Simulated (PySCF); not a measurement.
Species: C2H7OSi2 (doublet state).
Numbering: `[CH3:1][SiH2:2][C:3](=[O:4])[SiH2:5]` (hydrogens: H6, H7, H8 on C1; H9, H10 on Si2; H11, H12 on Si5)

Cartesian coordinates in Å at the GFN2-xTB level; atoms count from 1:
```
atom  x, y, z in Å
C1    -1.583   -0.588   -0.328
Si2   -0.686    0.395    1.028
C3     1.165    0.598    0.543
O4     1.901    1.220    1.336
Si5    1.967   -0.047   -1.003
H6    -1.160   -1.580   -0.459
H7    -2.629   -0.714   -0.068
H8    -1.546   -0.082   -1.288
H9    -0.763   -0.313    2.311
H10   -1.283    1.727    1.174
H11    3.379    0.175   -1.253
H12    1.240   -0.791   -2.019
```

The hyperfine couplings belong to this conformer and change with its torsions.

Level of theory: UKS B3LYP, pcH-1 on C H O Si, non-relativistic, mean-field spin-orbit, GIAO (PySCF 2.14.0). One conformer (not necessarily the lowest) at the GFN2-xTB geometry, without solvent, vibrations or thermal averaging. The geometry wasn't refined by DFT: couplings that depend on bond lengths, twists or pyramidal angles can differ widely from those at the functional's own minimum, by a factor of two or more for some ions and for spin on atoms past the first row. No stability test was run, so a lower SCF solution isn't excluded.

Principal values of hyperfine tensors in MHz (contact, dipolar and spin–orbit terms together), for some of the nuclei:

```csv
atom,isotope,A1,A2,A3,alike by the symmetry of this geometry
Si5,29Si,-296.49,-47.53,-46.96,none
H11,1H,-49.01,-36.07,-32.05,none
C3,13C,-30.62,-25.65,-18.94,none
O4,17O,-96.98,20.61,23.67,none
Si2,29Si,7.63,7.70,9.31,none
H6,1H,-0.59,-0.13,3.45,H8
H10,1H,-1.73,-1.35,1.21,H9
C1,13C,-0.29,0.39,0.64,none
```

Problem. Give the isotropic coupling of each nucleus in MHz and in mT (g = 2.0044), and the anisotropic part.

Solution. a_iso = (A1 + A2 + A3)/3, Ti = Ai − a_iso; 1 mT corresponds to 28.054 MHz. The tensors hold a spin–orbit part: the run splits a_iso into a_FC + a_SO, and T includes its anisotropic share.

```
atom  a_iso (MHz)     a_FC   a_SO  a_iso (mT)       T1     T2     T3
 Si5      -130.33  -131.45   1.12      -4.646  -166.16  82.80  83.37
 H11       -39.04   -39.06   0.01      -1.392    -9.97   2.97   7.00
  C3       -25.07   -25.06  -0.01      -0.894    -5.55  -0.58   6.13
  O4       -17.57   -17.34  -0.22      -0.626   -79.41  38.18  41.24
 Si2         8.21     8.22   0.00       0.293    -0.58  -0.51   1.09
  H6         0.91     0.91   0.00       0.032    -1.50  -1.04   2.54
 H10        -0.62    -0.62   0.00      -0.022    -1.10  -0.73   1.83
  C1         0.25     0.25   0.00       0.009    -0.54   0.14   0.39
```

Problem. What spin density at the nucleus of Si2 lies behind its contact coupling (g_N = -1.11058)?

Solution. a_FC = 800.24 MHz bohr³ × g_N × ρ(0)/(2S). With a_FC = 8.22 MHz and 2S = 1, ρ(0) = -0.009248 bohr⁻³. The nuclear moment is negative, so coupling and spin density have opposite signs.

Problem. H12 (1H, g_N = 5.58569) isn't in the table. Its spin density at the nucleus is -0.008475 bohr⁻³. What is its contact coupling?

Solution. By the same relation, a_FC = -37.9 MHz. Its full tensor has the principal values -48.65, -34.60, -30.35 MHz.

Problem. Name the largest traceless tensor T of the table and describe it.

Solution. Si5: -166.2, 82.8, 83.4 MHz (the dipolar term alone has -165.1, 82.3, 82.9), axial, in the ratio +1:+1:−2, the form that spin in one p orbital centred on that nucleus gives (the nuclear moment is negative).

Problem. In a single crystal, with the field along each principal axis of the tensor of Si5 in turn, what first-order splitting does this nucleus give (isotropic g, quadrupole terms neglected)?

Solution. 2 lines (I = 1/2), spaced by |A_i|/(g × 13.996): 10.57, 1.69, 1.67 mT along the axes of A1, A2 and A3.
